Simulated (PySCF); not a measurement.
A structure optimised at PBE-D3(BJ)/def2-SVP, used in a PySCF frequency run:

```xyz
16

C      3.3523    -0.3650     0.0000
C      2.1893     0.3167     0.0000
C      0.8218    -0.2784     0.0000
Si    -0.3904     0.1938    -1.4334
Si    -2.2183    -0.2428     0.0000
Si    -0.3904     0.1938     1.4334
H      3.3741    -1.4678     0.0000
H      4.3209     0.1575     0.0000
H      2.2260     1.4226     0.0000
H      0.8700    -1.3926     0.0000
H     -0.2912     1.6755    -1.6942
H     -0.1701    -0.5450    -2.7279
H     -3.4318     0.6435     0.0000
H     -2.6305    -1.6919     0.0000
H     -0.1701    -0.5450     2.7279
H     -0.2912     1.6755     1.6942
```

**Question.** Write its SMILES, formula and point group.

**Answer.** C=CC1[SiH2][SiH2][SiH2]1, C₃H₁₀Si₃, Cs

**Question.** What are its rotational constants (standard atomic weights)?

**Answer.** 3.1696, 1.1872, 0.93828 GHz
